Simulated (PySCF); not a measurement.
# Circular dichroism: `[CH2]1[C@@H](Cl)C[C@@H](C)[GeH2]1`, C5H11ClGe

Geometry:
```tsv
atom	x (Å)	y (Å)	z (Å)
C1	-2.140	-0.101	0.076
C2	-0.809	-0.154	-0.664
C3	0.132	-1.250	-0.133
C4	1.222	-0.664	0.756
Cl5	0.465	-0.009	2.230
C6	1.882	0.506	0.057
Ge7	0.278	1.520	-0.516
H8	-1.993	0.112	1.131
H9	-2.670	-1.049	-0.015
H10	-2.768	0.683	-0.345
H11	-1.024	-0.362	-1.717
H12	0.636	-1.745	-0.968
H13	-0.429	-2.010	0.415
H14	1.927	-1.433	1.083
H15	2.457	0.146	-0.798
H16	2.561	1.033	0.723
H17	-0.213	2.519	0.489
H18	0.477	2.265	-1.814
```

Method used: TDDFT wB97X-D/def2-SVPD circular dichroism and optical rotation, one conformer, gas phase in PySCF 2.14.0. Geometry: GFN2-xTB.

The calculation is non-relativistic, which matters for the atoms heavier than Zn.

(1) Assign R or S to each stereocentre.

(2) Which excitations and rotatory strengths does the calculation give?

Answers

(1) C2 R, C4 S.

(2) Rotatory strengths R in 10⁻⁴⁰ esu² cm², velocity form and length form (origin at the centre of mass); f in length form.
```csv
state,E (eV),λ (nm),f,R (velocity),R (length),main
1,7.48,166,0.003,+8.5,+8.1,"HOMO−1→LUMO+1 0.33, HOMO−1→LUMO+3 0.15"
2,7.56,164,0.016,-3.7,-3.4,"HOMO→LUMO+1 0.42, HOMO−2→LUMO+1 0.09"
3,7.64,162,0.026,-2.6,-2.1,"HOMO→LUMO+1 0.28, HOMO−2→LUMO+1 0.25"
4,7.73,160,0.032,+16.7,+16.7,"HOMO→LUMO 0.76, HOMO→LUMO+1 0.08"
5,8.07,154,0.039,-70.4,-69.5,"HOMO→LUMO+2 0.54, HOMO→LUMO+3 0.09"
6,8.17,152,0.027,-36.6,-35.8,"HOMO−1→LUMO 0.44, HOMO−1→LUMO+1 0.18"
7,8.26,150,0.013,+61.5,+59.9,"HOMO−3→LUMO+1 0.34, HOMO→LUMO+3 0.19"
8,8.29,150,0.020,+48.2,+47.8,"HOMO−1→LUMO+2 0.29, HOMO−1→LUMO 0.21"
9,8.41,147,0.004,+1.6,+2.1,"HOMO−2→LUMO 0.34, HOMO→LUMO+3 0.12"
10,8.43,147,0.047,-12.1,-11.4,"HOMO−2→LUMO 0.24, HOMO→LUMO+6 0.15"
11,8.55,145,0.242,-41.4,-40.3,"HOMO→LUMO+4 0.37, HOMO→LUMO+6 0.12"
12,8.66,143,0.117,-21.9,-22.4,HOMO−3→LUMO 0.53
13,8.75,142,0.075,+2.4,+1.7,"HOMO−1→LUMO+2 0.16, HOMO−1→LUMO+3 0.16"
14,8.86,140,0.003,+0.3,+0.9,"HOMO−3→LUMO+2 0.25, HOMO−4→LUMO 0.11"
15,8.90,139,0.001,+5.8,+6.0,"HOMO−2→LUMO+2 0.23, HOMO−2→LUMO+1 0.20"
16,9.01,138,0.028,+58.6,+56.6,"HOMO→LUMO+4 0.25, HOMO→LUMO+6 0.24"
```

Among the states computed, the strongest CD band (largest |R|) is state 5. The largest dissymmetry factor in size, g = 4R/(D+G), with D and G the electric and magnetic dipole strengths, is +0.056 for state 7 (velocity form, f = 0.014), among bands with |R| over 0.5. The mirror image has the same energies and oscillator strengths and all R with the opposite sign.
